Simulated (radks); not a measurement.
Results of a calculation; reference values are marked as such.
Kinetic energies: the exact non-interacting value of the Kohn-Sham orbitals and orbital-free approximations, as 100 (|E| - |E exact|)/|E exact|, negative where the magnitude is too small. Species: Re+ [Xe] 4f14 5d5 6s1; Cl2+ [Ne] 3s2 3p3; O4+ [He] 2s2. Code: a radial shooting solver on a logarithmic mesh with Libxc functionals. Model: non-relativistic Kohn-Sham, r2SCAN, spin-polarised, spherical densities, point nucleus; meta-GGA in the generalised Kohn-Sham scheme. Every spin shell is full or empty, so the densities are truly spherical. Functionals are evaluated on that one density, not self-consistently.

functional           Re+     Cl2+      O4+
exact (hartree)  15784.5  458.293  68.2432
Thomas-Fermi       -4.74    -7.14   -10.59
von Weizsacker    -63.78   -40.10   -10.53
TF + vW           +31.48   +52.76   +78.88
TF + vW/5          +2.50    +4.84    +7.30
LC94               -0.01    +0.21    -0.63
APBEK              +0.02    +0.33    -0.60
revAPBEK           +0.17    +0.68    +0.17
Perdew 92          -0.71    -0.47    -0.63
Thakkar            -0.78    -0.02    -0.44
Pearson            -0.88    -1.47    -4.74
LKT               +16.31   +30.16   +50.82
PG1               +12.72   +24.41   +43.62
DePristo-Kress     -0.22    +0.11    -1.95
Ernzerhof          -0.50    +0.13    +1.32
